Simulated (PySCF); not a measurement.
Precursor series Zn OH-CH3. All species are isolated molecules in the gas phase. One relaxed conformer stands for each flexible species; it need not be the lowest.

Calculation: PySCF with PBE-D3(BJ)/def2-TZVP // PBE-D3(BJ)/def2-SVP. 

```tsv
species	charge on the central atom (meta-Löwdin) (e)	HOMO (eV)	mean distance from the central atom to its bonded neighbours (Å)	charge on the central atom (Mulliken) (e)	HOMO–LUMO gap (eV)
0 of 2 OH replaced by CH3 ([Zn(OH)2])	1.23	-6.76	1.780	0.50	4.71
1 of 2 OH replaced by CH3 ([Zn(OH)(CH3)])	1.09	[?]	1.859	[?]	5.19
2 of 2 OH replaced by CH3 ([Zn(CH3)2])	1.01	-6.04	1.947	0.31	[?]
```

Problem. Complete the blanks.

Solution. 
- 1 of 2 OH replaced by CH3 ([Zn(OH)(CH3)]), HOMO (eV): -6.36
- 1 of 2 OH replaced by CH3 ([Zn(OH)(CH3)]), charge on the central atom (Mulliken) (e): 0.38
- 2 of 2 OH replaced by CH3 ([Zn(CH3)2]), HOMO–LUMO gap (eV): 5.50
